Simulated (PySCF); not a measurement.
A geometry optimisation on `Br[SiH2]O[SiH3]`.

Method: PBE0-D3(BJ)/def2-SVP geometry optimisation, gas phase (PySCF 2.14.0). Start geometry: GFN2-xTB. The input is one job of a driver script: a line of settings, then coordinates in Å.

Command:
```bash
OMP_NUM_THREADS=1 python probes_run.py task.json out
```

Input:
```
{"job": {"xc": "PBE0", "basis": "def2-SVP", "d3": "d3bj", "grid": 1, "shake": 0.01, "kind": "geom"}, "charge": 0, "multiplicity": 1}
Si    -1.589630    -0.154100    -0.178350
O     -0.105080     0.253360     0.295590
Si     1.482440     0.277930     0.328500
Br     2.260560    -1.146530    -1.175980
H     -2.159420     1.121530    -0.693530
H     -2.247270    -0.605260     1.037560
H     -1.483660    -1.152440    -1.216890
H      1.970640     1.600110    -0.079400
H      1.929230    -0.211780     1.648760
```

Output:
```
step   0  E = -3230.30344777  max force = 0.026886
step   1  E = -3230.31107996  max force = 0.005109
step   2  E = -3230.31118413  max force = 0.002415
step   3  E = -3230.31123132  max force = 0.001460
step   4  E = -3230.31126284  max force = 0.002029
step   5  E = -3230.31130015  max force = 0.001983
step   6  E = -3230.31131148  max force = 0.001088
step   7  E = -3230.31130917  max force = 0.000408
step   8  E = -3230.31130611  max force = 0.000768
step   9  E = -3230.31130561  max force = 0.000599
step  10  E = -3230.31130473  max force = 0.000296
optimisation converged
```

Energies in Eh; «max force» is the largest Cartesian gradient component in Eh/bohr.

Task: Give the first gradient maximum in eV/Å.

Result: With 1 Eh/bohr = 51.422 eV/Å, 1.383 eV/Å.

Task: How much energy does the optimisation release, in eV?

Result: E(step 0) − E(last step) = 0.007857 Eh, which is 0.214 eV.

In short: final energy -3230.31130 Eh after 10 steps; dipole 1.04 D.

Task: Give the final coordinates.

Result: 0.118 Å rms from the input after alignment:
```
atom  x, y, z in Å
Si1   -1.5875   -0.1502   -0.2067
O2    -0.1182    0.3517    0.3929
Si3    1.5201    0.3117    0.3713
Br4    2.2238   -1.1799   -1.1239
H5    -2.2984    1.0269   -0.7817
H6    -2.3883   -0.7212    0.9127
H7    -1.3810   -1.1823   -1.2633
H8     2.0560    1.6361   -0.0347
H9     2.0321   -0.1109    1.6993
```

Task: Estimate the wall time. Hardware: an Arm Neoverse N1 with one thread, shared host with 64 logical CPUs at a one-minute load of 55. And the peak memory of the process?

Result: About 84 s, with 0.43 GiB resident at the peak, the Python interpreter and its libraries included.
Labels such as C1 count atoms from 1, the log's own numbers from 0.
